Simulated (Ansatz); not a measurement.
Mulliken charges of `[O]=[V]([OH])([OH])[Cl]` from r2SCAN/def2-TZVPP in Ansatz (PBE0-D4/def2-TZVP geometry).

```tsv
atom	x (Å)	y (Å)	z (Å)	charge (e)
O1	-1.098	-1.170	0.095	-0.424
V2	-0.215	0.104	0.066	1.108
O3	1.101	-0.080	1.204	-0.437
O4	0.421	0.327	-1.549	-0.437
Cl5	-1.442	1.795	0.619	-0.272
H6	1.153	-0.826	1.809	0.231
H7	0.141	-0.219	-2.290	0.231
```

Task: By hand: the dipole of these point charges (1 e Å = 4.8032 D).

Result: Σ q r = (0.253, -0.226, -0.096) e Å, of length 0.353 e Å = 1.70 D.

Task: How does the dipole of the full density compare? (Best estimate.)

Result: The calculation gave: (0.233, -0.400, -0.117) e Å, 2.29 D; the point charges give 0.74 times that, at 17° from its direction.

Point charges leave out the atoms' own dipoles, such as those of lone pairs, and Mulliken's split depends on the basis, so the two needn't agree.
